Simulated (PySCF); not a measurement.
A structure optimised at PBE-D3(BJ)/def2-TZVP, used in a PySCF frequency run:

```xyz
5

C     -0.0225     1.1333     0.0000
S      0.0896    -0.5797     0.0000
H      0.9146     1.6822     0.0000
H     -0.9772     1.6482     0.0000
H     -1.2358    -0.8547     0.0000
```
Charge 0, spin multiplicity 2.

Problem. Write its SMILES, formula and point group.

Solution. [CH2]S, CH3S, Cs

Problem. What are its rotational constants (standard atomic weights)?

Solution. 142.59, 15.585, 14.049 GHz
